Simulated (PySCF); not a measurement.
The dipole of `[SiH2](C/C(C)=C/SC)CF` from its density and from atomic charges.

Coordinates (GFN2-xTB, Å) and charges (e) from the PBE0/pcSseg-1 density (PySCF):

```json
{"atom": "C1", "x": "-3.172", "y": "1.341", "z": "0.772", "Mulliken": "-0.3829", "IAO": "-0.5025", "Hirshfeld": "-0.1168", "ESP-fitted": "-0.4721"}
{"atom": "S2", "x": "-2.575", "y": "-0.360", "z": "0.551", "Mulliken": "+0.0100", "IAO": "+0.1326", "Hirshfeld": "+0.0103", "ESP-fitted": "-0.1001"}
{"atom": "C3", "x": "-1.129", "y": "-0.020", "z": "-0.401", "Mulliken": "-0.1763", "IAO": "-0.3012", "Hirshfeld": "-0.0844", "ESP-fitted": "-0.2966"}
{"atom": "C4", "x": "-0.172", "y": "-0.903", "z": "-0.671", "Mulliken": "-0.4014", "IAO": "+0.0027", "Hirshfeld": "-0.0052", "ESP-fitted": "+0.1602"}
{"atom": "C5", "x": "-0.208", "y": "-2.318", "z": "-0.192", "Mulliken": "-0.1518", "IAO": "-0.4265", "Hirshfeld": "-0.1208", "ESP-fitted": "-0.4068"}
{"atom": "C6", "x": "1.038", "y": "-0.499", "z": "-1.460", "Mulliken": "-0.4105", "IAO": "-0.5299", "Hirshfeld": "-0.1535", "ESP-fitted": "-0.4626"}
{"atom": "Si7", "x": "2.486", "y": "0.004", "z": "-0.317", "Mulliken": "+0.6179", "IAO": "+0.7483", "Hirshfeld": "+0.3415", "ESP-fitted": "+0.4878"}
{"atom": "C8", "x": "1.805", "y": "1.307", "z": "0.917", "Mulliken": "-0.1401", "IAO": "-0.2337", "Hirshfeld": "-0.0701", "ESP-fitted": "-0.1177"}
{"atom": "F9", "x": "1.281", "y": "2.388", "z": "0.232", "Mulliken": "-0.3502", "IAO": "-0.3320", "Hirshfeld": "-0.1271", "ESP-fitted": "-0.2215"}
{"atom": "H10", "x": "-3.421", "y": "1.769", "z": "-0.195", "Mulliken": "+0.1507", "IAO": "+0.1559", "Hirshfeld": "+0.0468", "ESP-fitted": "+0.1612"}
{"atom": "H11", "x": "-2.407", "y": "1.933", "z": "1.267", "Mulliken": "+0.1540", "IAO": "+0.1583", "Hirshfeld": "+0.0469", "ESP-fitted": "+0.1686"}
{"atom": "H12", "x": "-4.060", "y": "1.286", "z": "1.394", "Mulliken": "+0.1516", "IAO": "+0.1687", "Hirshfeld": "+0.0534", "ESP-fitted": "+0.2115"}
{"atom": "H13", "x": "-1.083", "y": "0.997", "z": "-0.758", "Mulliken": "+0.1171", "IAO": "+0.1501", "Hirshfeld": "+0.0427", "ESP-fitted": "+0.2260"}
{"atom": "H14", "x": "-1.017", "y": "-2.461", "z": "0.520", "Mulliken": "+0.1356", "IAO": "+0.1506", "Hirshfeld": "+0.0340", "ESP-fitted": "+0.1218"}
{"atom": "H15", "x": "0.739", "y": "-2.582", "z": "0.277", "Mulliken": "+0.1230", "IAO": "+0.1438", "Hirshfeld": "+0.0422", "ESP-fitted": "+0.1368"}
{"atom": "H16", "x": "-0.366", "y": "-2.996", "z": "-1.032", "Mulliken": "+0.1328", "IAO": "+0.1526", "Hirshfeld": "+0.0469", "ESP-fitted": "+0.1437"}
{"atom": "H17", "x": "0.796", "y": "0.348", "z": "-2.104", "Mulliken": "+0.1570", "IAO": "+0.1598", "Hirshfeld": "+0.0465", "ESP-fitted": "+0.1354"}
{"atom": "H18", "x": "1.346", "y": "-1.322", "z": "-2.105", "Mulliken": "+0.1468", "IAO": "+0.1507", "Hirshfeld": "+0.0426", "ESP-fitted": "+0.1552"}
{"atom": "H19", "x": "2.979", "y": "-1.114", "z": "0.493", "Mulliken": "-0.0806", "IAO": "-0.1276", "Hirshfeld": "-0.0774", "ESP-fitted": "-0.1291"}
{"atom": "H20", "x": "3.569", "y": "0.602", "z": "-1.100", "Mulliken": "-0.0722", "IAO": "-0.1172", "Hirshfeld": "-0.0764", "ESP-fitted": "-0.1120"}
{"atom": "H21", "x": "2.572", "y": "1.709", "z": "1.583", "Mulliken": "+0.1287", "IAO": "+0.1461", "Hirshfeld": "+0.0417", "ESP-fitted": "+0.0932"}
{"atom": "H22", "x": "0.990", "y": "0.910", "z": "1.528", "Mulliken": "+0.1407", "IAO": "+0.1503", "Hirshfeld": "+0.0359", "ESP-fitted": "+0.1171"}
```

Question: What dipole does each set of charges give (1 e·Å = 4.803 D), and what does the density give?

Answer: The full density gives (0.68, -0.16, 0.30) D, 0.75 D in size; dipole vectors point from the negative to the positive end.

| scheme | μx | μy | μz | size (D) | share of the full size (%) | angle to the full dipole (°) |
| --- | --- | --- | --- | --- | --- | --- |
| Mulliken | 2.25 | -2.55 | 1.67 | 3.78 | 502 | 32 |
| IAO | 1.61 | -2.39 | 1.23 | 3.13 | 415 | 39 |
| Hirshfeld | 0.21 | -0.65 | 0.24 | 0.72 | 96 | 55 |
| ESP-fitted | 0.65 | -0.16 | 0.31 | 0.74 | 98 | 2 |

Question: Which set comes closest?

Answer: Length of the difference vector: ESP-fitted 0.03 D, Hirshfeld 0.68 D, IAO 2.59 D, Mulliken 3.17 D. Closest: ESP-fitted. 

Question: What is left for the Hirshfeld atoms' own dipoles?

Answer: The shares of the density sum to the whole, so what Σ q r misses lies in dipoles about the nuclei. The atomic dipoles sum to (0.68, -0.16, 0.30) − (0.21, -0.65, 0.24) = (0.47, 0.49, 0.06) D, 0.68 D in size.

Question: With the origin at the mean of the coordinates, (0.000, 0.001, -0.036) Å, which are the largest single terms, by size, of the IAO dipole along the direction of the full one?

Answer: Si7 +7.60, C1 +6.78, H12 -2.71, H10 -2.62, C8 -1.92 D; all 22 atoms together +2.43 D. The single terms depend on the origin, their sum doesn't.

Question: Give the size of the full dipole in other units.

Answer: 0.75 D = 0.297 au = 0.157 e·Å = 2.52 × 10⁻³⁰ C·m.

Isolated species at its GFN2-xTB geometry (one conformer only).

The values belong to the conformer `[CH3:1][S:2]/[CH:3]=[C:4](\[CH3:5])[CH2:6][SiH2:7][CH2:8][F:9]`: C1–S2–C3–C4 169°, C3–C4–C6–Si7 94°, C4–C6–Si7–C8 -52°, C6–Si7–C8–F9 -58°.
